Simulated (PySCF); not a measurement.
## Which functional comes closest?

Molecule: `C1(OC)=CC=CO1`, C5H6O2.

Geometry:
| atom | x (Å) | y (Å) | z (Å) |
| --- | --- | --- | --- |
| C1 | -2.043 | 0.443 | 0.291 |
| O2 | -1.140 | -0.630 | 0.434 |
| C3 | 0.152 | -0.344 | 0.532 |
| C4 | 1.233 | -1.168 | 0.668 |
| C5 | 2.362 | -0.286 | 0.723 |
| C6 | 1.881 | 0.980 | 0.618 |
| O7 | 0.520 | 0.946 | 0.500 |
| H8 | -2.001 | 1.124 | 1.157 |
| H9 | -1.836 | 1.026 | -0.621 |
| H10 | -3.042 | -0.002 | 0.224 |
| H11 | 1.214 | -2.252 | 0.720 |
| H12 | 3.407 | -0.569 | 0.829 |
| H13 | 2.334 | 1.967 | 0.608 |

Geometry PBE0-D3(BJ)/def2-SVP throughout; GIAO in PySCF 2.14, gas phase, one conformer, non-relativistic; equivalent atoms averaged; basis pcSseg-1.

Reference values (estimated from measurements, as parent shift plus tabulated substituent increments; solution, not stated per compound (mostly CDCl3 or CCl4); Pretsch, Buehlmann, Badertscher, Structure Determination of Organic Compounds, 4th ed. (2009)): δ(H11) = 5.12 ppm, δ(H12) = 6.24 ppm, δ(H13) = 6.85 ppm. Computed shifts are taken against TMS, calculated as an isolated molecule at each level.

How do the functionals BLYP, BP86, OPBE, KT3, B3LYP, PBE0, mPW1PW91, LC-wPBE perform against the reference? Times are CPU seconds on shared hosts with different chips, so compare them loosely; the GGAs took longer than the global hybrids here, which isn't the general rule, and the cause wasn't traced.

Answers


| functional | kind | H11 | H12 | H13 | mean abs. error H | core-s |
| --- | --- | --- | --- | --- | --- | --- |
| BLYP | GGA | 5.19 | 6.21 | 6.67 | 0.09 | 28 |
| BP86 | GGA | 5.25 | 6.29 | 6.72 | 0.10 | 29 |
| OPBE | GGA | 5.26 | 6.33 | 6.78 | 0.10 | 26 |
| KT3 | GGA | 5.16 | 6.19 | 6.76 | 0.06 | 29 |
| B3LYP | global hybrid | 5.29 | 6.34 | 6.75 | 0.12 | 16 |
| PBE0 | global hybrid | 5.36 | 6.43 | 6.81 | 0.16 | 16 |
| mPW1PW91 | global hybrid | 5.35 | 6.42 | 6.80 | 0.15 | 18 |
| LC-wPBE | range-separated hybrid | 5.42 | 6.56 | 6.82 | 0.22 | 33 |

For 1H the closest is KT3 (0.06 ppm) and the furthest LC-wPBE (0.22 ppm). One molecule is a small sample, and vibrational and solvent effects are absent from the calculation.
